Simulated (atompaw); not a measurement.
Os PAW (atompaw): all-electron and pseudo phase curves

```
Element                 : Os (Z = 76)
Generator               : atompaw 4.2.0.5
Type                    : PAW
Functional              : PBEsol
Relativity              : non-relativistic
Frozen core             : [Xe] 4f14
Valence charge          : 8
Reference configuration : 5d7 6s1 6p0
Partial waves           : 6s (bound): rc 3.00 bohr; 6s channel at 1.55 Ry: rc 3.00 bohr; 6p (bound, empty): rc 3.00 bohr; 6p channel at 0.75 Ry: rc 3.00 bohr; 5d (bound): rc 1.90 bohr; 5d channel at 4.4 Ry: rc 3.00 bohr
Local potential         : bessel scheme, radius 2.45 bohr
Core correction         : smooth core density matched at 2.40 bohr
Augmentation charge     : sinc compensation charge, radius 2.45 bohr; PAW radius 3.00 bohr; waves and projectors: custom rrkj vanderbiltortho
```

The phase is arctan(r·u′/u) with u = r·R(r), unwrapped; energies in Ry, scanned from -2 to 5 Ry. A pole is an energy at which the radial function vanishes at the test radius. The pseudo phase is shifted by a multiple of π to meet the all-electron one at the reference energy, and phase errors are pseudo minus all-electron; the curves can meet again beyond the range given. Levels narrower than the energy grid can be missing from the lists of poles.

Question: For each channel, where are the poles, and over which energies does the pseudopotential scatter like the atom?

Answer:

```
channel  radius (bohr)  reference energy (Ry)  poles, all-electron  poles, pseudo  unbroken range about the reference energy with phases within 0.05 rad  phase error 1 Ry above the reference energy (rad)
      s           3.01                  -0.30                 1.37     1.37, 4.54                                                              below 3.6                                             -0.000
      p           3.01                  -0.07                 2.33     2.24, 4.25                                                              below 2.8                                             -0.000
      d           3.01                  -0.41          -0.18, 4.38    -0.18, 4.38                                                        the whole range                                             -0.004
```

Phases in the d channel:

| E (Ry) | all-electron | pseudo |
| --- | --- | --- |
| -2.00 | 1.329 | 1.328 |
| -1.76 | 1.310 | 1.308 |
| -1.52 | 1.283 | 1.282 |
| -1.28 | 1.245 | 1.243 |
| -1.04 | 1.179 | 1.177 |
| -0.80 | 1.022 | 1.019 |
| -0.56 | 0.177 | 0.174 |
| -0.32 | -1.383 | -1.384 |
| -0.08 | -1.638 | -1.639 |
| 0.16 | -1.739 | -1.741 |
| 0.40 | -1.811 | -1.814 |
| 0.64 | -1.881 | -1.885 |
| 0.88 | -1.966 | -1.972 |
| 1.12 | -2.087 | -2.098 |
| 1.36 | -2.288 | -2.307 |
| 1.60 | -2.668 | -2.701 |
| 1.84 | -3.305 | -3.345 |
| 2.08 | -3.883 | -3.905 |
| 2.32 | -4.199 | -4.209 |
| 2.56 | -4.368 | -4.373 |
| 2.80 | -4.470 | -4.472 |
| 3.04 | -4.537 | -4.538 |
| 3.28 | -4.586 | -4.587 |
| 3.52 | -4.623 | -4.623 |
| 3.76 | -4.653 | -4.653 |
| 4.00 | -4.678 | -4.678 |
| 4.24 | -4.700 | -4.700 |
| 4.48 | -4.721 | -4.721 |
| 4.72 | -4.739 | -4.739 |
| 4.96 | -4.758 | -4.758 |
